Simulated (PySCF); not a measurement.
Isomers of C5H3FO2, one GFN2-xTB conformer each. Single-point energies are computed at PBE0/pcSseg-1 (PySCF, gas phase, no added dispersion term), electronic only.

**Question.** Rank them by PBE0/pcSseg-1 energy, lowest first (kcal/mol).
A. `[O:1]=[C:2]([OH:3])[C:4]#[C:5]/[CH:6]=[CH:7]\[F:8]` with O1–C2–O3–H 0°
B. `[O:1]=[C:2]1[CH:3]=[CH:4][C:5](=[O:6])[CH:7]1[F:8]` with O1–C2–C3–C4 -168°, C3–C4–C5–O6 169°, C4–C5–C7–F8 139°, O1–C2–C7–C5 163°
C. `[CH2:1]=[C:2]([F:3])[C:4]#[C:5][C:6](=[O:7])[OH:8]` with C5–C6–O8–H 180°

**Answer.** B (0.0), A (25.0), C (26.6).

As drawn, the highest has a C≡C bond, an O–H bond and a C(=O)–O unit, which the lowest lacks. Neighbours under 2.5 kcal/mol apart (O=C(O)C#C/C=C\F and C=C(F)C#CC(=O)O) can change places with a better method, another conformer or zero-point energy. GFN2-xTB itself gives, in the same order: 0.0, 16.9, 18.2. Both levels put the same isomer lowest; measured from each level's own lowest isomer, the values differ by up to 8.4 kcal/mol (C=C(F)C#CC(=O)O: 18.2 against 26.6).

**Question.** Which frontier levels, dipoles and rotational constants go with these structures?

**Answer.** 
```json
{"SMILES": "O=C1C=CC(=O)C1F", "HOMO (eV, PBE0/pcSseg-1)": "-7.79", "LUMO (eV)": "-3.18", "dipole (D)": "3.96", "A, B, C (MHz)": "3313, 2195, 1362"}
{"SMILES": "O=C(O)C#C/C=C\\F", "HOMO (eV, PBE0/pcSseg-1)": "-7.49", "LUMO (eV)": "-1.78", "dipole (D)": "2.52", "A, B, C (MHz)": "5550, 827.9, 761.6"}
{"SMILES": "C=C(F)C#CC(=O)O", "HOMO (eV, PBE0/pcSseg-1)": "-7.85", "LUMO (eV)": "-2.28", "dipole (D)": "0.41", "A, B, C (MHz)": "5698, 870.1, 754.8"}
```
